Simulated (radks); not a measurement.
The numbers below are computed, except where a source is named.
Charge is removed step by step from the 6p up level of neutral lead, starting from [Hg] 6p(up 2, down 0). Code: a radial shooting solver on a logarithmic mesh with Libxc functionals. Model: scalar-relativistic Kohn-Sham, r2SCAN, spin-polarised, spherical densities, finite nucleus; meta-GGA in the generalised Kohn-Sham scheme; Fermi nuclear charge, rms radius 5.5012 fm.

removed (e) = 0: E - E(0) (eV) 0.000; eigenvalue (eV) -4.184; E minus straight line (eV) 0.000
removed (e) = 0.1: E - E(0) (eV) 0.447; eigenvalue (eV) -4.761; E minus straight line (eV) -0.271
removed (e) = 0.2: E - E(0) (eV) 0.952; eigenvalue (eV) -5.348; E minus straight line (eV) -0.484
removed (e) = 0.3: E - E(0) (eV) 1.517; eigenvalue (eV) -5.943; E minus straight line (eV) -0.638
removed (e) = 0.4: E - E(0) (eV) 2.141; eigenvalue (eV) -6.547; E minus straight line (eV) -0.733
removed (e) = 0.5: E - E(0) (eV) 2.826; eigenvalue (eV) -7.158; E minus straight line (eV) -0.766
removed (e) = 0.6: E - E(0) (eV) 3.572; eigenvalue (eV) -7.776; E minus straight line (eV) -0.738
removed (e) = 0.7: E - E(0) (eV) 4.381; eigenvalue (eV) -8.400; E minus straight line (eV) -0.648
removed (e) = 0.8: E - E(0) (eV) 5.252; eigenvalue (eV) -9.029; E minus straight line (eV) -0.495
removed (e) = 0.9: E - E(0) (eV) 6.186; eigenvalue (eV) -9.662; E minus straight line (eV) -0.279
removed (e) = 1: E - E(0) (eV) 7.183; eigenvalue (eV) -10.300; E minus straight line (eV) 0.000

Removing the whole electron costs 7.183 eV by Delta-SCF, against 4.184 eV from minus the eigenvalue at the starting occupation. Slater's transition state (half an electron removed) gives 7.158 eV. Integrating minus the eigenvalue over the occupation (Janak's theorem) gives 7.186 eV. In this scalar-relativistic scheme the density is built from large components alone, so the theorem holds only approximately. The mean slope of the eigenvalue, de/dn, is 6.12 eV per electron. Ionisation energy of Pb in the NIST Atomic Spectra Database: 7.417 eV (measured).

Beside tabulated values, note that scalar-relativistic runs lack spin-orbit coupling.
